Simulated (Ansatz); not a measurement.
Computed with Ansatz on PBE0-D4/def2-TZVP structures; ΔE is electronic, products minus reactants. CBS: MP2 limit from def2 TZ/QZ plus the TZ coupled-cluster correction, frozen cores. This one scheme is used for every species, atoms too. For atomizations the MP2-based limit and the directly extrapolated one differ by several kJ/mol either way, and by 10 to 25 for some Ge, Se and Sn compounds, so smaller differences from it don't rank the levels. Functionals use def2-TZVPP. B3LYP here is the variant with VWN-RPA as its local correlation; programs differ in this. HSE06 is defined as in plane-wave codes. Open shells (•) are unrestricted, without spin–orbit coupling. Spin–orbit coupling would lower the free atoms: a little for C, O; strongly for In. def2 core potentials past Kr. For In outer-core shells are correlated without core-valence functions, so the limit isn't a true one: a few kJ/mol of doubt a bond, and 10 to 20 or more in all where bonds break to atoms. One conformer a species, not always the lowest.

`N[CH](O)[InH2]` → C• + 6 H• + In• + N• + O•  (atomization)

```csv
level,ΔE (eV),difference from CCSD(T)/CBS
r2SCAN-D4,31.95,-0.20
B97M-V,32.05,-0.10
PBE0-D4,31.93,-0.22
B3LYP-D4,31.97,-0.18
HSE06-D4,31.96,-0.19
PBE-QIDH,31.57,-0.58
revPBE,31.24,-0.91
r2SCANh,31.64,-0.51
HSE06,31.82,-0.33
HF/def2-SVP,21.30,-10.85
CCSD(T)/def2-SVP,29.83,-2.32
MP2/def2-TZVPP,31.42,-0.73
HF/def2-QZVPP,21.27,-10.88
MP2/def2-QZVPP,32.00,-0.15
MP2/CBS(def2),32.39,0.24
CCSD/CBS(def2),31.59,-0.56
CCSD(T)/CBS,32.15,0
```

Largest T1 diagnostic among the species: 0.015.

From PBE to PBE0 (25 % exact exchange), in def2-TZVPP and without D4, ΔE moves by −0.77 eV: exact exchange takes away binding that semilocal exchange gives to molecules. At CCSD(T), def2-SVP lies −2.31 eV from the extrapolated value and def2-TZVPP −0.97 eV: correlation converges slowly with the basis, and small sets miss more of it in the bonded molecule than in its fragments. The D4 term adds +0.29 eV with B3LYP and +0.15 eV with PBE0; it sums over pairs of atoms, weighted by their polarisabilities, and B3LYP, whose exchange is more repulsive, gets the larger term.
